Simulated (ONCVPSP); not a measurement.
## Be: one change to an ONCV potential, before and after

- Element: Be (Z = 4)
- Generator: ONCVPSP 4.0.1
- Type: optimised norm-conserving Vanderbilt (ONCV)
- Functional: PBE
- Relativity: scalar-relativistic
- Frozen core: none
- Valence charge: 4
- Reference configuration: 1s2 2s1.75 2p0.25
- Partial waves: 1s+2s: rc 0.90 bohr, ncon 4, nbas 7, qcut 15.2 1/bohr, 2 projectors; 2p: rc 3.75 bohr, ncon 3, nbas 6, qcut 4.3 1/bohr, 2 projectors, debl 1.3 Ha; d scattering state at 0.18 Ha: rc 3.50 bohr, ncon 5, nbas 8, qcut 2.5 1/bohr, 2 projectors, debl 1.3 Ha
- Local potential: polynomial inside 0.75 bohr (lpopt 5, dvloc0 3 Ha)
- Core correction: none

All-electron outer shells of the reference configuration (PBE, scalar-relativistic, ld1.x):

| shell | level (eV) | outermost node (bohr) | outermost maximum (bohr) |
| --- | --- | --- | --- |
| 1s | -106.59 | – | 0.27 |
| 2s | -5.77 | 0.59 | 2.04 |
| 2p | -2.16 | – | 2.28 |

Change: p: qcut 5.8.

Cutoffs: the cutoffs (Ha) at which the residual kinetic energy of the hardest occupied pseudo-wave falls to 1 and 0.1 mHa per electron; they do not see the model core or the augmentation charge, which bear on the density cutoff. Errors are all-electron minus pseudo energies relative to the spin-unpolarised reference configuration.

Task: How do hardness, ghosts and transferability respond?

Result: The potential gets neither clearly harder nor softer (76 Ha and 89 Ha → 76 Ha and 89 Ha); the errors of the 4 common tests hardly move; neither file shows a bound ghost.

```tsv
quantity	base	changed
cutoff, loose	76 Ha	76 Ha
cutoff, tight	89 Ha	89 Ha
loose cutoff by channel	s 76 Ha, p 3.8 Ha	s 76 Ha, p 4.0 Ha
bound ghosts	none	none
GHOST(+) flags under 300 eV	none	none
error for 1s2 2s2 2p0, meV [ΔE -0.90 eV]	-1.1	-1.0
error for 1s2 2s1 2p0, meV [ΔE 8.65 eV]	+14	+12
error for 1s2 2s0 2p0, meV [ΔE 26.60 eV]	+41	+36
error for 1s2 2s0 2p2, meV [ΔE 6.35 eV]	-61	-54
s: phases at 0.91 bohr within 0.05 rad from the reference energy up to (Ha; the scan ends near 5)	to the end of the scan	to the end of the scan
p: phases at 3.81 bohr within 0.05 rad from the reference energy up to (Ha; the scan ends near 5)	0.4	0.4
d: phases at 3.54 bohr within 0.05 rad from the reference energy up to (Ha; the scan ends near 5)	3.0	3.0
```
